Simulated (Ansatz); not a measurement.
This geometry of CH4AlNO (8 atoms, charge 0, multiplicity 1) is a first-order saddle point.

Level of theory: RKS B3LYP-D4/def2-SVP in Ansatz.

```xyz
8
Properties=species:S:1:pos:R:3
N -0.449 0.871 -1.385
Al 0.690 0.173 -0.187
C 0.022 -0.938 1.381
O -1.166 -1.177 1.503
H -1.054 1.658 -1.151
H -0.938 0.304 -2.074
H 2.254 0.403 -0.307
H 0.733 -1.352 2.163
```

Which two structures does it join? (They come from a converged band through this point; their orientation in space is the band's.)

No bond is made or broken. The dihedral H6–N1–Al2–C3 goes from 0 to 180°. The two ends are copies of one structure, up to a mirror image or an exchange of like atoms.

First end point:

```xyz
8
Properties=species:S:1:pos:R:3
N -0.599 1.117 -0.857
Al 0.716 0.378 0.066
C 0.148 -1.418 0.809
O -0.986 -1.779 0.550
H -0.603 2.009 -1.340
H -1.497 0.650 -0.963
H 2.119 1.089 0.241
H 0.794 -2.103 1.438
```

Last end point:

```xyz
8
Properties=species:S:1:pos:R:3
N -0.599 1.117 -0.855
Al 0.716 0.378 0.065
C 0.149 -1.418 0.808
O -0.985 -1.780 0.548
H -1.497 0.650 -0.960
H -0.605 2.010 -1.338
H 2.119 1.088 0.240
H 0.794 -2.103 1.438
```

How far does it lie above each of them?

0.51 eV above the first and 0.51 eV above the second. This is the barrier of this one path; another mechanism may lie lower.

Run time: 93 s on 1 thread of Intel(R) Xeon(R) 6975P-C (Granite Rapids), with other jobs on the host, peak memory 0.18 GiB.
